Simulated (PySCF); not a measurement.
C₂H₁₂OSi₃, SMILES C[C@@H]([SiH3])O[SiH2][SiH3].

Geometry: B3LYP-D3(BJ)/def2-SVP. The structure was generated by enumeration; whether it is a known compound was not checked. One conformer was computed; it need not be the lowest.

Computed with M06-2X/def2-TZVP run with PySCF.

Computed frontier levels, gap, dipole moment:
```
Property                                                                                                       Value
---------------------------------------------------------------------------------------------  ---------------------
highest occupied level                                                                                      -8.90 eV
lowest empty level                                                                                           0.47 eV
orbital gap                                                                                                  9.37 eV
dipole moment                                                                                                 1.07 D
quadrupole, principal values (traceless, Buckingham form, about the centre of nuclear charge)  -3.20, 0.30, 2.91 D·Å
```
